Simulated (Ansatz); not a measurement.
Mulliken charges of ClCrH$_{2}$NO$_{2}$, SMILES `[NH2][Cr](=[O])(=[O])[Cl]` from ωB97M-V/def2-TZVPP in Ansatz (PBE0-D4/def2-TZVP geometry).

```
atom   x (Å)   y (Å)   z (Å)  charge (e)
  N1  -0.844   0.525   0.473      -0.343
 Cr2   0.496  -0.391  -0.239       0.984
  O3   1.486  -0.761   0.888      -0.380
  O4  -0.085  -1.636  -0.943      -0.380
 Cl5   1.506   0.818  -1.683      -0.210
  H6  -0.762   1.011   1.355       0.164
  H7  -1.796   0.434   0.149       0.164
```

**Question.** By hand: the dipole of these point charges (1 e Å = 4.8032 D).

**Answer.** Σ q r = (-0.491, 0.411, 0.224) e Å, of length 0.678 e Å = 3.26 D.

**Question.** How does the dipole of the full density compare? (An estimate is asked.)

**Answer.** Computed: (-0.618, 0.343, 0.366) e Å, 3.82 D; the point charges give 0.85 times that, at 13° from its direction.

Point charges leave out the atoms' own dipoles, such as those of lone pairs, and Mulliken's split depends on the basis, so the close match here is no proof of good charges.
